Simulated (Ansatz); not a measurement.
`C=C(N)[O][GeH3]` and `C=C(N)[Te]C` differ in one atom or group.

Ansatz, PBE0-D4/def2-TZVP geometries, multiplicity 1. Each molecule was computed in one conformer, which needn't be the lowest.

Elements past krypton have def2 core potentials. Scalar relativity is left out up to krypton.

```
                                          property  `C=C(N)[O][GeH3]`
               HOMO–LUMO gap (PBE/def2-TZVPP) / eV               4.26
size of the dipole moment (ωB97M-V/def2-TZVPP) / D               2.06
  size of the dipole moment (B3LYP/def2-TZVPP) / D               2.03
              HOMO–LUMO gap (PBE0/def2-TZVPP) / eV               6.27
               HOMO energy (B3LYP/def2-TZVPP) / eV              -5.86
                 HOMO energy (PBE/def2-TZVPP) / eV              -4.93
```

(1) Give the same properties after the change, and the shifts. (Best estimate.)

## Answers

(1) Ansatz gave: 
```json
{"property": "HOMO–LUMO gap (PBE/def2-TZVPP) / eV", "`C=C(N)[Te]C`": "3.35", "shift": "-0.91"}
{"property": "size of the dipole moment (ωB97M-V/def2-TZVPP) / D", "`C=C(N)[Te]C`": "1.43", "shift": "-0.63"}
{"property": "size of the dipole moment (B3LYP/def2-TZVPP) / D", "`C=C(N)[Te]C`": "1.40", "shift": "-0.63"}
{"property": "HOMO–LUMO gap (PBE0/def2-TZVPP) / eV", "`C=C(N)[Te]C`": "5.18", "shift": "-1.09"}
{"property": "HOMO energy (B3LYP/def2-TZVPP) / eV", "`C=C(N)[Te]C`": "-5.46", "shift": "0.40"}
{"property": "HOMO energy (PBE/def2-TZVPP) / eV", "`C=C(N)[Te]C`": "-4.65", "shift": "0.28"}
```

With PBE0 the HOMO rises by 0.40 eV and the LUMO falls by 0.69 eV, so the gap narrows by about 1.09 eV. PBE moves the HOMO by 0.28 eV and ωB97M-V by 0.53 eV. Dipoles are sizes alone; their direction can turn.

B3LYP here is the variant with VWN-RPA as its local correlation; programs differ in this.

Spin–orbit coupling is left out; it splits and shifts lone-pair levels of the heavy atoms by tenths of an eV.
